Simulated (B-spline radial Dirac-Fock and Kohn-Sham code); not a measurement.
Dipole and non-dipole photoemission parameters of Cl²⁺ 1s

System: chlorine as Cl²⁺, 1s2 2s2 2p6 3s2 3p3; threshold 2834.8 eV (orbital energy of the model). Level of theory: Dirac-Hartree-Slater photoionisation with a Latter tail; cross sections with all multipoles, angular parameters from the dipole term and its interference with E2; a radial B-spline solver.

Input of the calculation (task.json; shells as n, l, electrons):

```json
{"items": [{
  "Z": 17,
  "q": 2,
  "cfg": [[1, 0, 2], [2, 0, 2], [2, 1, 6], [3, 0, 2], [3, 1, 3]],
  "A": 35,
  "rrms": 3.3654,
  "do": "xps",
  "hv": [60, 91.5, 97.7, 100, 133.0, 163.0, 166.0, 193.0, 244.0, 400.0, 510.0, 562.0, 867.0, 909.0, 910.0, 959.0, 1000, 1420.0, 1940.0, 2984.4, 3990.0, 4000, 4040.0, 5414.7, 9160.0, 9690.0, 12000, 14000.0, 15000]
}]}
```

Command: `python xray2_run.py task.json out`

| hν (eV) | σ (kb) | β | γ |
| --- | --- | --- | --- |
| 2984.4 | 78.6 | 2.000 | -0.046 |
| 3990 | ? | ? | ? |
| 4000 | 37.4 | 2.000 | 0.545 |
| 4040 | 36.5 | 2.000 | 0.560 |
| 5414.7 | 16.8 | 2.000 | 0.976 |
| 9160 | 3.91 | 2.000 | 1.703 |
| 9690 | 3.33 | 2.000 | 1.785 |
| 12000 | 1.79 | 2.000 | 2.105 |
| 14000 | 1.14 | 1.999 | 2.350 |
| 15000 | 0.933 | 1.999 | 2.464 |

Q: Give the values at 3990 eV.

A: σ = 37.7 kb, β = 2.000, γ = 0.541. For an s subshell δ is negligible.
